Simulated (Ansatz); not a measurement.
1,2-dihydrosiline (C₅H₈Si), SMILES C1C[SiH2]C=CC=1.

Geometry: B3LYP-D3(BJ)/def2-SVP. Other conformers were not sampled.

Two levels are set side by side: PBE/def2-SVPD (Ansatz, a program for electronic structure) and CAM-B3LYP/def2-SVPD (Ansatz). Energy differences of separate SCF runs at the same geometry; the states with an electron removed or added have multiplicity 2 and 2. Differences are taken from unrounded values.

```json
[
 {"quantity": "vertical ionisation energy (eV)", "CAM-B3LYP": "8.46"},
 {"quantity": "vertical singlet–triplet gap (eV)", "CAM-B3LYP": "2.88"}
]
```

Q: What does PBE give, and how far is it from CAM-B3LYP? (An estimate is asked for; the answer gives what the named calculation found.)

A: 
```csv
quantity,PBE,PBE minus CAM-B3LYP
vertical ionisation energy (eV),8.30,-0.16
vertical singlet–triplet gap (eV),2.74,-0.14
```
